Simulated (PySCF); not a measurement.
[Dy(SH)3]− at several levels of theory

Computed with PySCF 2.14.0 (density fitting, no spin-orbit coupling) at the geometry relaxed with PBE0:

```xyz
7
[Dy(SH)3]− (singlet in the valence; each metal's 4f electrons, 10 of them, lie in its core potential, out of spins and levels)
Dy    0.0000    0.0000    0.6059
S     2.7676    0.5176    0.6107
H     3.0886   -0.7975    0.5915
S    -1.8321    2.1380    0.6107
H    -0.8537    3.0735    0.5915
S    -0.9355   -2.6557    0.6107
H    -2.2349   -2.2761    0.5915
```

| level | basis | state | HOMO (eV) | gap (eV) | charge on Dy1 (e) | population of f-type functions on Dy1 (polarisation alone where 4f lies in the core) | dipole about the centre of mass (D) | largest force component (eV/Å) |
| --- | --- | --- | --- | --- | --- | --- | --- | --- |
| PBE0 | Dy lcecp-0-SVP with ECP56, S def2-SVP, H def2-SVP | singlet | – | – | 0.38 | 0.01 | 0.06 | 0.01 |
| TPSS | the same | singlet | – | – | 0.34 | 0.01 | 0.06 | 0.18 |
| B3LYP | the same | singlet | – | – | 0.29 | 0.01 | 0.06 | 0.13 |

In the lcecp rows the 4f levels are missing from HOMO and gap, and the state counts the valence alone.

Charges are Mulliken's, which hang on the basis. The relaxation used the grid (50, 194), these runs (75, 302) or, all-electron (x2c bases, spin-free X2C Hamiltonian), (99, 590).

Task: What does PBE0 with Dy lcecp-0-TZVP with ECP56, S def2-TZVP, H def2-TZVP give here?

Result: state singlet, charge on Dy1 (e) 0.97, population of f-type functions on Dy1 (polarisation alone where 4f lies in the core) 0.02, dipole about the centre of mass (D) 0.06, largest force component (eV/Å) 0.22. Time: 22 s on 2 threads of Arm Neoverse N1 (shared host), from free ions and atoms.

An lcecp potential fixes the number of 4f electrons, so in runs with it no electron can move into or out of that shell; real Dy(II) is rare or takes another configuration.
